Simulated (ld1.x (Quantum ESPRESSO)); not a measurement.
## LDA (PZ) TM dataset for Cd (Z = 48), fully relativistic all-electron reference.

* Element: cadmium (Cd)
* Generator: ld1.x (Quantum ESPRESSO) 7.5
* Type: norm-conserving Troullier–Martins (Kleinman–Bylander form)
* Functional: LDA (PZ)
* Relativity: fully relativistic
* Frozen core: [Ar] 3d10
* Valence charge: 20
* Reference configuration: 4s2 4p6 4d10 5s1.5 5p0 (charge +0.5)
* Partial waves: 4p (bound): rc 1.60 bohr; 4d (bound): rc 1.90 bohr; 4s (bound): rc 1.35 bohr
* Local potential: the s channel
* Core correction: none

Open shells are filled in proportion to 2j + 1 (rel_dist='average').

Occupied shells without a wave of their own: 5s. They enter only through the test configuration that unscreens the potential.

All-electron outer shells of the reference configuration (LDA (PZ), scalar-relativistic, ld1.x):

```tsv
shell	level (eV)	outermost node (bohr)	outermost maximum (bohr)
3d	-398.26	–	0.27
4s	-110.13	0.43	0.79
4p	-71.28	0.43	0.84
4d	-16.16	0.42	0.98
5s	-9.59	1.06	2.26
5p	-4.32	1.19	2.98
```

Calculated quality:

```json
{
 "Ghost test": "no extra level below or beside the all-electron valence levels (p1/2, p3/2, d3/2, d5/2, s, f tested) (spherical-Bessel basis up to 400 Ry, 20 bohr box)",
 "Largest excitation error": "-5919 meV (all-electron minus pseudo) for 4s2 4p6 4d8 5s0 5p0, out of 7 test configurations"
}
```

The potential misses its own reference levels by up to 1.6 eV, so it is not fit for use.

Generation and tests took about 1.6 s on one core of a shared server CPU.
